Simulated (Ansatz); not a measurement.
Job for Ansatz (a first-principles code): R-B3LYP-D3(BJ)/def2-TZVP on O2S2 (SMILES O=S(=O)=S).

Ansatz 0.2 input:
```yaml
crystal:
  periodic: [false, false, false]
  atoms:
    - {symbol: S, position_ang: [0.00000000, -0.00000000, -0.14250000]}
    - {symbol: S, position_ang: [0.00000000, -0.00000000, 1.87750000]}
    - {symbol: O, position_ang: [1.20280000, 0.36080000, -0.86750000]}
    - {symbol: O, position_ang: [-1.20280000, -0.36080000, -0.86750000]}
basis:
  gaussian:
    orbitals: def2-TZVP
hamiltonian:
  xc: b3lyp
  dispersion: d3bj
relax: {f_tol: 0.001, max_steps: 120}
accuracy: high
scf: {lower_state_search: off}
```

### Question
Predict the final total energy.

### Answer
-946.9204 hartree.

### Question
How many basis functions does it have, and what does it roughly cost on one machine?

### Answer
136 functions; around 60 core-seconds (rough).
